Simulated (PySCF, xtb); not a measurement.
dihydroxy(hydroxysilyl)silane (H6O3Si2), SMILES [SiH2](O)[SiH](O)O.

GFN2-xTB run with xtb at its own geometry gives an orbital gap of 4.72 eV and a dipole moment of 1.63 D.

The structure is a stationary point at ωB97X-D3(BJ)/def2-SVP. The values are those of a single conformer.

Q: What does PySCF with PBE/def2-TZVP give? (The exact figures need the calculation; the answer reports its results.)

A: gap 5.23 eV (levels -6.68 and -1.45 eV), dipole 1.20 D.
